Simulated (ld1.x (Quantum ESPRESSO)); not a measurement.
Reading a pseudo-wave (germanium)

Columns: radius, all-electron u(r) and pseudo u(r) of the 4s shell (level -11.73 eV) of germanium in the configuration [Ne] 3s2 3p6 3d10 4s2 4p2; PBE, scalar-relativistic, PAW scheme, ld1.x (Quantum ESPRESSO) 7.5.

```tsv
r (bohr)	all-electron	pseudo
0.062	-0.0071	0.1893
0.125	-0.2044	0.3636
0.188	-0.1600	0.5040
0.250	0.0016	0.5980
0.312	0.1678	0.6428
0.375	0.2869	0.6382
0.438	0.3420	0.5888
0.500	0.3401	0.5058
0.562	0.2956	0.3998
0.625	0.2208	0.2798
0.688	0.1283	0.1571
0.750	0.0291	0.0402
0.812	-0.0718	-0.0691
0.875	-0.1713	-0.1714
0.938	-0.2649	-0.2651
1.000	-0.3494	-0.3494
1.062	-0.4254	-0.4254
1.125	-0.4935	-0.4935
1.188	-0.5526	-0.5526
1.250	-0.6021	-0.6021
1.312	-0.6436	-0.6436
1.375	-0.6781	-0.6781
1.438	-0.7055	-0.7055
1.500	-0.7262	-0.7262
1.562	-0.7413	-0.7413
1.625	-0.7514	-0.7514
```

Problem. How many radial nodes do the two functions have?

Solution. The all-electron 4s function has n − l − 1 = 3 (the table is too coarse to show those close to the nucleus); the pseudo-wave has 1, since 1 lower shell of the same l stays in the valence.

Problem. At about which radius was the pseudo-wave matched?

Solution. 1.00 bohr. The columns agree to 0.0005 from 0.88 bohr on; several derivatives are matched, so the curves merge somewhat inside the radius.

Problem. Is the pseudo-wave norm-conserving?

Solution. No, it belongs to a PAW set: the norm inside the radius is not constrained, and the difference is carried by the augmentation charge.
